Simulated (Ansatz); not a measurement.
Start from `CN[Si](F)(Cl)OC` and change one atom or group to get `CO[Si](N)(F)Cl`.

Ansatz, PBE0-D4/def2-TZVP geometries, multiplicity 1. Each molecule was computed in one conformer, which needn't be the lowest.

| property | `CN[Si](F)(Cl)OC` |
| --- | --- |
| HOMO energy (PBE/def2-TZVPP) / eV | -6.01 |
| LUMO energy (ωB97M-V/def2-TZVPP) / eV | 2.21 |
| HOMO energy (ωB97M-V/def2-TZVPP) / eV | -9.78 |
| size of the dipole moment (PBE/def2-TZVPP) / D | 3.02 |
| size of the dipole moment (ωB97M-V/def2-TZVPP) / D | 3.10 |
| HOMO–LUMO gap (PBE/def2-TZVPP) / eV | 5.89 |

(1) Give the same properties after the change, and the shifts. (Best estimate.)

## Answers

(1) Computed: 
```json
{"property": "HOMO energy (PBE/def2-TZVPP) / eV", "`CO[Si](N)(F)Cl`": "-6.60", "shift": "-0.59"}
{"property": "LUMO energy (ωB97M-V/def2-TZVPP) / eV", "`CO[Si](N)(F)Cl`": "2.25", "shift": "0.04"}
{"property": "HOMO energy (ωB97M-V/def2-TZVPP) / eV", "`CO[Si](N)(F)Cl`": "-10.55", "shift": "-0.77"}
{"property": "size of the dipole moment (PBE/def2-TZVPP) / D", "`CO[Si](N)(F)Cl`": "1.60", "shift": "-1.42"}
{"property": "size of the dipole moment (ωB97M-V/def2-TZVPP) / D", "`CO[Si](N)(F)Cl`": "1.57", "shift": "-1.53"}
{"property": "HOMO–LUMO gap (PBE/def2-TZVPP) / eV", "`CO[Si](N)(F)Cl`": "6.49", "shift": "0.60"}
```

Dipoles are sizes alone; their direction can turn.
